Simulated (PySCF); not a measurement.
A structure optimised at PBE-D3(BJ)/def2-TZVPD, used in a PySCF frequency run:

```
Na
F 1 1.9500
```

Question: Write its SMILES, formula and point group.

Answer: [F][Na], FNa, C∞v

Question: What are its rotational constants (standard atomic weights)?

Answer: 12.776 GHz (linear rotor, B only)
